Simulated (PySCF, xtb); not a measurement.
2-hydroxy-3H-oxaborole (C₃H₅BO₂), SMILES C1=CCB(O1)O.

GFN2-xTB (xtb 6.7.1) at its own geometry gives an orbital gap of 4.81 eV and a dipole moment of 2.68 D.

Geometry optimised at PBE-D3(BJ)/def2-SVP. Other conformers were not sampled.

What does PySCF with PBE0/def2-TZVP give? (The exact figures need the calculation; the answer reports its results.)

gap 6.90 eV (levels -6.65 and 0.24 eV), dipole 2.48 D.
